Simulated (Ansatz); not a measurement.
Calculated with Ansatz (gas phase, PBE0-D4/def2-TZVP geometries, no zero-point term in ΔE). CBS: MP2 limit from def2 TZ/QZ plus the TZ coupled-cluster correction, frozen cores. This one scheme is used for every species. Functionals use def2-TZVPP. B3LYP here is the variant with VWN-RPA as its local correlation; programs differ in this. HSE06 is defined as in plane-wave codes. Each species was taken in one conformer, which may not be the lowest.

`B[CH2][Al]([CH3])[SiH3]` + H₂ → `B[CH2][AlH][CH3]` + SiH₄  (hydrogenolysis of the Al–Si bond)

| level | ΔE (kJ/mol) | difference from CCSD(T)/CBS |
| --- | --- | --- |
| LDA (SPW92) | -2.5 | 9.8 |
| PBE-D4 | 2.1 | 14.4 |
| revPBE-D4 | 2.4 | 14.7 |
| BLYP-D4 | -10.3 | 2.0 |
| B97M-V | -23.4 | -11.1 |
| PBE0-D4 | -4.1 | 8.2 |
| B3LYP-D4 | -14.6 | -2.3 |
| r2SCANh-D4 | -8.8 | 3.5 |
| r2SCAN0-D4 | -11.1 | 1.2 |
| HSE06-D4 | -4.0 | 8.3 |
| BHLYP-D4 | -21.6 | -9.3 |
| CAM-B3LYP-D4 | -22.1 | -9.8 |
| ωB97X-V | -16.6 | -4.3 |
| ωB97M-V | -20.0 | -7.7 |
| B2PLYP | -21.5 | -9.2 |
| PBE-QIDH | -13.3 | -1.0 |
| PBE | -3.7 | 8.6 |
| revPBE | -5.5 | 6.8 |
| BLYP | -20.7 | -8.4 |
| r2SCAN | -9.2 | 3.1 |
| PBE0 | -9.6 | 2.7 |
| B3LYP | -23.7 | -11.4 |
| r2SCANh | -11.0 | 1.3 |
| r2SCAN0 | -13.5 | -1.2 |
| HSE06 | -9.4 | 2.9 |
| BHLYP | -31.1 | -18.8 |
| CAM-B3LYP | -28.2 | -15.9 |
| RPA@PBE/def2-TZVPP | -17.8 | -5.5 |
| HF/def2-SVP | -50.2 | -37.9 |
| MP2/def2-SVP | -25.6 | -13.3 |
| CCSD/def2-SVP | -29.1 | -16.8 |
| HF/def2-TZVPP | -45.6 | -33.3 |
| CCSD/def2-TZVPP | -19.8 | -7.5 |
| CCSD(T)/def2-TZVPP | -14.3 | -2.0 |
| HF/def2-QZVPP | -46.3 | -34.0 |
| MP2/def2-QZVPP | -14.7 | -2.4 |
| SCS-MP2/def2-QZVPP | -21.7 | -9.4 |
| HF/CBS(def2) | -46.4 | -34.1 |
| MP2/CBS(def2) | -13.6 | -1.3 |
| CCSD/CBS(def2) | -17.8 | -5.5 |
| CCSD(T)/CBS | -12.3 | 0 |

Largest T1 diagnostic among the species: 0.012.

In def2-TZVPP, CCSD(T) changes the Hartree–Fock value by +31.3 kJ/mol (the triples alone add +5.5 kJ/mol) and MP2 by +30.0 kJ/mol. The D4 term adds +9.1 kJ/mol with B3LYP and +5.5 kJ/mol with PBE0; it sums over pairs of atoms, weighted by their polarisabilities, and B3LYP, whose exchange is more repulsive, gets the larger term.

CCSD(T)/CBS has its own doubt, a few kJ/mol and more with outer-core shells, so smaller differences from it don't rank the levels.
